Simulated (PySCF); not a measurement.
# Highest orbital energy against ionisation energy along the 5p block

Calculated with PySCF 2.14, no spin-orbit coupling. Each cell gives −ε(HOMO) / ΔSCF in eV; NIST values include spin-orbit coupling, (s) semi-empirical, (t) theoretical.

| species | UHF | LDA | PBE | PBE0 | r2SCAN | NIST (lowest levels) |
| --- | --- | --- | --- | --- | --- | --- |
| In²⁺ (ANO-RCC-VTZP, spin-free X2C) | 26.750 / 26.609 | 24.517 / 28.930 | 24.111 / 28.523 | 24.941 / 28.173 | 24.323 / 28.190 | 28.044 |
| Sn²⁺ (ANO-RCC-VTZP, spin-free X2C) | 28.774 / 28.535 | 26.493 / 31.130 | 26.049 / 30.657 | 26.960 / 30.321 | 26.219 / 30.288 | 30.506 |
| Sb²⁺ (ANO-RCC-VTZP, spin-free X2C) | 24.447 / 24.162 | 20.658 / 24.967 | 20.545 / 24.717 | 21.697 / 24.754 | 20.923 / 24.874 | 25.323 |
| Te²⁺ (ANO-RCC-VTZP, spin-free X2C) | 27.439 / 27.071 | 23.175 / 27.812 | 23.071 / 27.560 | 24.361 / 27.639 | 23.515 / 27.768 | 27.84 ± 0.04 |
| I²⁺ (ANO-RCC-VTZP, spin-free X2C) | 30.353 / 29.907 | 25.600 / 30.540 | 25.521 / 30.319 | 26.946 / 30.441 | 26.046 / 30.602 | 29.57 ± 0.025 |
| Xe²⁺ (ANO-RCC-VTZP, spin-free X2C) | 30.079 / 29.389 | 25.941 / 30.858 | 25.754 / 30.504 | 27.109 / 30.527 | 26.078 / 30.520 | 31.05 ± 0.04 (s) |

**Question.** How far is −ε(HOMO) from ΔSCF on average for each method, and why?

**Answer.** UHF 0.36 eV; LDA -4.64 eV; PBE -4.54 eV; PBE0 -3.31 eV; r2SCAN -4.19 eV. Hartree-Fock orbital energies lack relaxation and so exceed the ΔSCF value; semilocal functionals have convex E(N) from self-interaction, so their HOMO lies far too high; exact exchange moves hybrids part of the way back.
